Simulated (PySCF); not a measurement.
TiOCl2, SMILES [O]=[Ti]([Cl])[Cl], multiplicity 1. Heavy atoms are numbered as in [Ti:1](=[O:2])([Cl:3])[Cl:4].

Geometry optimised at TPSSh-D3(BJ)/def2-SVP. The multiplicity is an assumed one; other spin states were not compared.

These are PBE/pcSseg-1 (PySCF) values and carry that method's errors.

GIAO shieldings, no solvent; atoms alike by connectivity are averaged. δ = σ(ref) − σ: ¹⁷O against H2O (σ = 334.3 ppm); ³⁵Cl against HCl (σ = 936.5 ppm), references at their B3LYP-D3(BJ)/def2-TZVP geometries, non-relativistic (without spin–orbit terms, shifts of atoms bonded to Cl or Br come out too high).

| nucleus | atoms | count | δ (ppm) |
|---|---|---|---|
| ¹⁷O | O2 | 1 | 1246.8 |
| ³⁵Cl | Cl3 | 2 | 777.5 |
